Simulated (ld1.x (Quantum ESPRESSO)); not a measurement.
B (Z = 5), TM: configuration errors across variants

boron, norm-conserving Troullier–Martins (Kleinman–Bylander form), made with ld1.x (Quantum ESPRESSO) 7.5 (LDA (PZ), fully relativistic). Core [He], reference 2s2 2p1. Waves: 2p (bound): rc 4.10 bohr; 3d channel at 0.45 Ry: rc 4.15 bohr; 2s (bound): rc 1.45 bohr. Local part: the s channel. Core correction: none.

Open shells are filled in proportion to 2j + 1 (rel_dist='average').

All-electron excitation energies from the reference (eV): (1) 2s2 2p0 8.327; (2) 2s1 2p0 33.631; (3) 2s2 2p0.5 2.943; (4) 2s1 2p2 5.686; (5) 2s0 2p3 11.401; (6) 2s2 2p1.3 -0.772; (7) 2s1 2p1 14.283.

Errors AE − PS in meV (a dash: test not solved or not reliable):

| change | (1) | (2) | (3) | (4) | (5) | (6) | (7) | bound ghosts |
| --- | --- | --- | --- | --- | --- | --- | --- | --- |
| base | +248 | +739 | +40 | -45 | -171 | +4.7 | -98 | none |
| wave 2p (bound): rc 4.10 bohr becomes 2p (bound): rc 2.62 bohr | +55 | +221 | +7.5 | -2.9 | -9.3 | +0.6 | -17 | none |
| wave 2p (bound): rc 4.10 bohr becomes 2p (bound): rc 3.62 bohr | +167 | +523 | +25 | -26 | -99 | +2.7 | -68 | none |
| wave 2p (bound): rc 4.10 bohr becomes 2p (bound): rc 4.00 bohr | +230 | +690 | +37 | -41 | -154 | +4.2 | -92 | none |
| wave 2p (bound): rc 4.10 bohr becomes 2p (bound): rc 4.70 bohr | +357 | +1026 | +60 | -74 | -279 | +7.9 | -130 | none |
| wave 2p (bound): rc 4.10 bohr becomes 2p (bound): rc 5.84 bohr | +623 | +1729 | +113 | -158 | -602 | +18 | -182 | none |

Task: Give the same row for: wave 2p (bound): rc 4.10 bohr becomes 2p (bound): rc 5.42 bohr.

Result: +525, +1469, +93, -125, -474, +14, -167; bound ghosts: none.
